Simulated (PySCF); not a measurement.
**From computed data to an observable: dipole moment from atomic charges**

Al(F)(Me)(OH) (CH4AlFO), SMILES [F][Al]([CH3])[OH]. Atoms are numbered in the order given.

```xyz
8

Al    -0.0121     0.0494     0.0000
F     -1.5436     0.7176     0.0000
C      0.2344    -1.8693     0.0000
H      1.3016    -2.1398     0.0000
H     -0.2378    -2.3263    -0.8857
H     -0.2378    -2.3263     0.8857
O      1.3179     1.1053     0.0000
H      1.2736     2.0657     0.0000
```
Charge 0, spin multiplicity 1.

Geometry optimised at B3LYP-D3(BJ)/def2-SVP. One conformer was computed; it need not be the lowest.

Charges (e) from ωB97X/def2-TZVPD (PySCF):

| atom | IAO | ESP fit |
|---|---|---|
| Al1 | 1.390 | 1.218 |
| F2 | -0.582 | -0.509 |
| C3 | -0.826 | -0.729 |
| H4 | 0.164 | 0.167 |
| H5 | 0.162 | 0.149 |
| H6 | 0.162 | 0.149 |
| O7 | -0.839 | -0.868 |
| H8 | 0.369 | 0.422 |

The dipole moment of the full density is 0.73 D.

### Question
What dipole moment does each set of point charges give, and which comes closer to that of the density?

### Answer

μ = Σ q r, and 1 e Å = 4.8032 D.
IAO: Σ q r = (0.189, -0.075, 0.000) e Å, |μ| = 0.97 D.
ESP fit: Σ q r = (0.140, -0.081, 0.000) e Å, |μ| = 0.78 D.
ESP fit comes closer in size. Point charges leave out the atoms' own dipoles (lone pairs, polarised bonds); fits to the potential absorb them, partitions of the density don't.
